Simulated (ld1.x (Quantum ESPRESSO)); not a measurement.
## Configuration tests for Sc (PAW)

```json
{"Element": "Sc (Z = 21)", "Generator": "ld1.x (Quantum ESPRESSO) 7.5", "Type": "PAW", "Functional": "PBE", "Relativity": "scalar-relativistic", "Frozen core": "[Ar]", "Valence charge": "3", "Reference configuration": "3d1 4s1.75 4p0.25", "Partial waves": "4s (bound): rcut 2.90, rcutus 3.15 bohr; 4s channel at 0.05 Ry: rcut 2.90, rcutus 3.15 bohr; 4p (bound): rcut 3.05, rcutus 3.56 bohr; 4p channel at 2.5 Ry: rcut 3.05, rcutus 3.56 bohr; 3d (bound): rcut 1.50, rcutus 2.10 bohr; 3d channel at 0.5 Ry: rcut 1.50, rcutus 2.10 bohr", "Local potential": "all-electron potential smoothed inside 2.25 bohr (lloc = -1)", "Core correction": "Bessel-smoothed model core, default radius (core density twice the valence density)", "Augmentation charge": "PSQ, inside the norm-conserving radii"}
```

Energies are relative to the spin-unpolarised reference configuration 3d1 4s1.75 4p0.25; without spin polarisation the order of configurations can differ from experiment.

```
valence configuration  charge  ΔE all-electron (eV)  error AE − PS (meV)
          3d1 4s2 4p0       0                -0.683                  0.0
          3d1 4s1 4p0      +1                 6.214                 -1.8
          3d1 4s1 4p1       0                 2.096                 -0.7
          3d1 4s0 4p1      +1                 9.644                 -4.4
          3d0 4s2 4p0      +1                 7.699                 -187
          3d1 4s0 4p2       0                 4.991                 -3.5
```

Problem. What are ΔE and the potential's error for 3d1 4s0 4p0?

Solution. ΔE = 18.982 eV all-electron; the error (AE − PS) is -22 meV.
